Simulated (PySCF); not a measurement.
Atoms are numbered as in `[O:1]=[C:2]([F:3])[C:4]([F:5])([F:6])[C:7]([F:8])([F:9])[C:10](=[O:11])[F:12]`.

PySCF 2.14 calculation with shielding tensors at PBE0/pcSseg-1 (GIAO) and structure optimised with GFN2-xTB; one computed conformer, no solvent model, non-relativistic, one averaged value for each set of equivalent atoms.

δ = σ(ref) − σ, references computed at the same level: 13C against TMS; 17O vs H2O; 19F against CFCl3.

```tsv
atoms	nucleus	count	δ (ppm)
O1/O11	17O	2	470.7
F3/F12	19F	2	?
C2/C10	13C	2	?
C4/C7	13C	2	117.2
F5/F6/F8/F9	19F	4	-134.8
```

Q: Fill in the missing shifts.

A: 
- C2/C10: 159.8 ppm, carbonyl carbon
- F3/F12: 38.9 ppm, fluorine bonded to C

Shifts are as computed. Against solution values, carbons near 30 ppm lie about +3 ppm off and those near 130 ppm about +5 ppm. Of 1211 compounds with measured shifts, 218 miss one by over three times the rms of a fit or turn the order of signals round; such compounds aren't used in these exercises. Unscaled 19F shifts against computed CFCl3 carry errors that often reach 10 to 50 ppm. Unscaled 17O shifts of doubly bonded oxygen tend to come out too high, by tens of ppm or more. Experimental scales use liquid or dissolved standards, which lie at an offset from isolated H2O (liquid H2O: subtract about 36 ppm).
